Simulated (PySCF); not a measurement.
Dipole response of Mn (manganese, neutral)

[Ar] 3d5 4s1 4p1, high-spin 8P determinant (an excited configuration). All numbers are calculated (PySCF 2.14, the non-relativistic Hamiltonian (point nucleus), in aug-cc-pVTZ (8s7p5d3f2g, 93 functions)). Coupled (time-dependent) response in atomic units; α is the mean over directions.

```csv
method,mean α (bohr³),"α xx, yy, zz",C₆ (like pair),S(−4)
UHF,94.33,"84.07, 114.9, 84.07",974.9,5367
PBE0,98.94,"80.54, 135.7, 80.54",1006,7093
```

S(−4) is the Cauchy moment in α(ω) = α(0) + S(−4) ω² + …

α(iu) at PBE0:

```json
{"u (hartree)": "0", "α(iu) (bohr³)": "98.94"}
{"u (hartree)": "0.0500", "α(iu) (bohr³)": "84.69"}
{"u (hartree)": "0.100", "α(iu) (bohr³)": "61.65"}
{"u (hartree)": "0.200", "α(iu) (bohr³)": "32.56"}
{"u (hartree)": "0.300", "α(iu) (bohr³)": "19.68"}
{"u (hartree)": "0.500", "α(iu) (bohr³)": "9.824"}
{"u (hartree)": "0.750", "α(iu) (bohr³)": "5.667"}
{"u (hartree)": "1.00", "α(iu) (bohr³)": "3.875"}
{"u (hartree)": "1.50", "α(iu) (bohr³)": "2.281"}
{"u (hartree)": "2.00", "α(iu) (bohr³)": "1.556"}
{"u (hartree)": "3.00", "α(iu) (bohr³)": "0.8822"}
{"u (hartree)": "5.00", "α(iu) (bohr³)": "0.4045"}
```

A single London oscillator, α(iu) = α/(1 + u²/ω²), gives C₆ = (3/4) ω α². Matching the computed C₆ needs ω = 4 × 1006 / (3 × 98.94²) = 0.137 hartree.

The components differ because the open shell of this determinant is not spherical; for a pure term their mean is the scalar polarisability.
